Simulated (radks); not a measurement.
Results of a calculation; reference values are marked as such.
Nb V, 37 electrons, occupied as [Ar] 3d10 4s2 4p(1/2: 2, 3/2: 3) 4d(3/2: 2, 5/2: 0) (not the ground configuration). Level of theory: Dirac Kohn-Sham, relativistic LDA (MacDonald-Vosko exchange, VWN5 correlation), spin-unpolarised, spherical densities, finite nucleus; Fermi nuclear charge, rms radius 4.324 fm (a radial shooting solver on a logarithmic mesh with Libxc functionals).

X-ray form factor f0, the Fourier transform of the density (f0(0) = 37):

| sin(theta)/lambda (1/angstrom) | f0 (electrons) |
|---|---|
| 0.05 | 36.605 |
| 0.1 | 35.489 |
| 0.15 | 33.827 |
| 0.2 | 31.848 |
| 0.25 | 29.765 |
| 0.3 | 27.740 |
| 0.4 | 24.191 |
| 0.5 | 21.395 |
| 0.6 | 19.153 |
| 0.8 | 15.484 |
| 1 | 12.398 |
| 1.25 | 9.442 |
| 1.5 | 7.534 |
| 2 | 5.683 |
